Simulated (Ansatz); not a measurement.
Born–Oppenheimer molecular dynamics of Cl$_{2}$GaH (4 atoms, charge 0, multiplicity 1). It starts at the highest image of a converged band. Of that band: Neighbouring images differ by up to 1.2 eV, so the band resolves the path poorly. A vibrational analysis at the climbing image gives one clearly imaginary mode, 907i cm⁻¹: a first-order saddle point.

Method: RKS revPBE/def2-SVP in Ansatz 0.2.0.

```json
{
 "ensemble": "NVE (velocity Verlet)",
 "time step": "0.5 fs",
 "steps asked": "200",
 "starting velocities drawn for": "300 K",
 "seed": "9899"
}
```

First frame:

```xyz
4
Properties=species:S:1:pos:R:3
Ga -0.299 0.000 0.514
H 1.007 0.000 1.489
Cl 2.177 0.000 0.086
Cl -1.508 0.000 -1.294
```

**Question.** How far do the bonds stretch over the last three quarters of this one trajectory? (Pairs bonded in most of those frames.)

**Answer.** 
```tsv
bond	mean (Å)	spread (Å)	shortest	longest
Ga1–H2	1.647	0.100	1.45	1.80
Ga1–Cl3	2.236	0.204	1.95	2.58
Ga1–Cl4	2.177	0.035	2.12	2.22
```

Mean temperature of the second half: 3923 K. The conserved energy stayed within 0.24 meV per atom of its start (net change 0.047 meV per atom), so the integration is sound. The kinetic energy rose, since the run started high on the potential surface and went downhill. A run of 0.1 ps of so small a system gives no equilibrium averages. The orbitals stay closed-shell, which can raise the energy where a bond breaks towards radicals; this wasn't checked here.

The run took 5.1 min on 1 thread of Arm Neoverse V1, with other jobs on the host, peak memory 0.12 GiB.
